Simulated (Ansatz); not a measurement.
```xyz
13

C     1.932    0.546    0.340
C     1.468   -0.679    0.241
C     0.859   -1.829    0.011
O    -0.278   -1.901   -0.664
In   -0.728    0.114   -1.084
C    -1.986    0.872    0.460
H     1.689    1.191    1.186
H     2.628    0.961   -0.390
H     1.278   -2.765    0.382
H    -0.246    0.502   -2.676
H    -1.743    0.354    1.387
H    -1.841    1.945    0.592
H    -3.033    0.689    0.215
```

Charge 0, multiplicity 1. In: def2 effective core potential.

Task: List the B3LYP/def2-TZVPP orbital energies in eV (Ansatz 0.2.0). (Best estimate.)

Result: The calculation gave: Occupied: -519.89, -278.44, -277.65, -277.01, -276.69, -127.09, -83.78, -83.55, -83.46, -27.36, -21.61, -20.99, -20.74, -20.72, -20.65, -20.64, -18.65, -18.45, -14.73, -13.18, -12.44, -12.14, -11.14, -11.08, -10.75, -10.14, -8.09, -7.90, -7.71, -5.87. Lowest empty: -1.15, -0.75, -0.36, 0.53, 0.67, 1.22, 1.47, 1.69.

B3LYP here is the variant with VWN-RPA as its local correlation; programs differ in this.
